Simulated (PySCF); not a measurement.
## `Fc1ccc2ccccn12`: 4 charge schemes on one density

C8H6FN.
Z-matrix (Å and degrees, GFN2-xTB geometry), rows numbered from 1:
```
F 
C   1  1.3429
C   2  1.3729  1  129.81
C   3  1.4002  2  106.69  1  -179.97
C   4  1.3857  3  107.77  2    -0.02
C   5  1.4068  4  134.26  3   179.91
C   6  1.3627  5  119.88  4  -179.86
C   7  1.4174  6  120.04  5    -0.08
C   8  1.3552  7  120.42  6     0.06
N   2  1.3504  1  119.74  3   180.00
H   3  1.0708  2  125.91  1    -0.04
H   4  1.0707  3  126.34  2  -180.00
H   6  1.0784  5  118.29  4     0.11
H   7  1.0784  6  120.79  5   179.92
H   8  1.0777  7  119.87  6  -179.96
H   9  1.0793  8  123.99  7  -179.95
```

Density: PBE0/pcSseg-1 (PySCF); schemes: Mulliken, IAO, Hirshfeld and ESP-fitted. Isolated species at its GFN2-xTB geometry, gas phase.

Question: At which atom do the 4 schemes differ most?

Answer: At N10: from -0.712 (Mulliken) to +0.404 e (ESP-fitted), 1.116 e apart.

Question: Which atoms carry the lowest charge in the Mulliken, IAO, Hirshfeld and ESP-fitted schemes?

Answer: The schemes don't all agree: Mulliken N10 (-0.712); IAO F1 (-0.258); Hirshfeld C4 (-0.103); ESP-fitted C4 (-0.466).

Question: Do the Mulliken, IAO, Hirshfeld and ESP-fitted schemes agree on where the charge is highest?

Answer: The schemes don't all agree: Mulliken C2 (+0.515); IAO C2 (+0.308); Hirshfeld C2 (+0.100); ESP-fitted N10 (+0.404).

Question: Give the atomic charges in each scheme.

Answer: In e:

```
atom                          environment  Mulliken     IAO  Hirshfeld  ESP-fitted
  F1                        aryl fluorine    -0.272  -0.258     -0.081      -0.139
  C2                  aromatic C–F carbon    +0.515  +0.308     +0.100      +0.057
  C3                   aromatic CH carbon    -0.149  -0.235     -0.099      -0.248
  C4                   aromatic CH carbon    -0.168  -0.236     -0.103      -0.466
  C5          ring-fusion aromatic carbon    +0.325  +0.057     +0.022      +0.108
  C6                   aromatic CH carbon    -0.090  -0.153     -0.050      -0.238
  C7                   aromatic CH carbon    -0.020  -0.178     -0.066      -0.188
  C8                   aromatic CH carbon    -0.210  -0.182     -0.067      -0.141
  C9  aromatic CH next to a ring nitrogen    +0.230  -0.073      0.000      -0.332
 N10                pyrrole-type nitrogen    -0.712  -0.046     +0.009      +0.404
 H11                    aromatic hydrogen    +0.095  +0.172     +0.059      +0.218
 H12                    aromatic hydrogen    +0.063  +0.162     +0.052      +0.247
 H13                    aromatic hydrogen    +0.085  +0.166     +0.059      +0.188
 H14                    aromatic hydrogen    +0.092  +0.157     +0.051      +0.159
 H15                    aromatic hydrogen    +0.103  +0.165     +0.056      +0.166
 H16                    aromatic hydrogen    +0.113  +0.174     +0.060      +0.206
```

Mean size of the charges over all atoms: ESP-fitted 0.219 e, Mulliken 0.203 e, IAO 0.170 e, Hirshfeld 0.058 e. Each set sums to the total charge, 0, to within 0.001 e. The Hirshfeld scheme weights the molecular density at each point by an atom's share of the summed free-atom densities. The IAO scheme counts the electrons in orthogonalised intrinsic atomic orbitals, a minimal basis polarised so that it spans the occupied orbitals exactly.

Question: Sum the charges by element, for elements with more than one atom.

Answer: 
```tsv
element	atoms	Mulliken	IAO	Hirshfeld	ESP-fitted
C	8	+0.433	-0.692	-0.264	-1.448
H	6	+0.551	+0.996	+0.336	+1.183
```

Question: How closely do the schemes follow one another over all atoms?

Answer: Correlation coefficient and root-mean-square difference: IAO with Hirshfeld 0.98, 0.120 e; Hirshfeld with ESP-fitted 0.78, 0.196 e; IAO with ESP-fitted 0.74, 0.163 e; Mulliken with IAO 0.62, 0.213 e; Mulliken with Hirshfeld 0.56, 0.239 e; Mulliken with ESP-fitted 0.01, 0.359 e.

Question: How many electrons does the Mulliken scheme count on C7?

Answer: Z − q = 6 − (-0.020) = 6.020.

The run behind these numbers computed NMR shieldings as well. On an Arm Neoverse V1 with one thread, shared host, this took 37 s of wall time.
